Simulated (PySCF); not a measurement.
## How methods differ on the excitation energy of B+

B+ [He] 2s2 (1S) → B+ [He] 2s1 3s1 (3S), as a difference of total energies. Computed with PySCF 2.14 in aug-cc-pVQZ-DK (6s5p4d3f2g, 80 functions), with scalar relativity by spin-free X2C-1e. Correlated levels: valence: 1s2 frozen. The calculations carry no spin-orbit coupling.

| method | excitation energy (eV) |
| --- | --- |
| UHF | 14.636 |
| LDA | 15.378 |
| PBE | 15.367 |
| PBE0 | 15.385 |
| r2SCAN | 15.292 |
| M06 | 15.334 |
| PW91 | 15.416 |
| LC-wPBE | 15.610 |
| B2PLYP | 15.685 |
| MP2 (valence) | 15.578 |
| SCS-MP2 (valence) | 15.848 |

Q: How much does correlation contribute at MP2 (valence)?

A: 15.578 − (14.636) = 0.942 eV, measured against UHF.

Errors of the correlated levels include the incompleteness of this basis and the frozen core.

For comparison: 16.090 eV (measured; NIST levels).
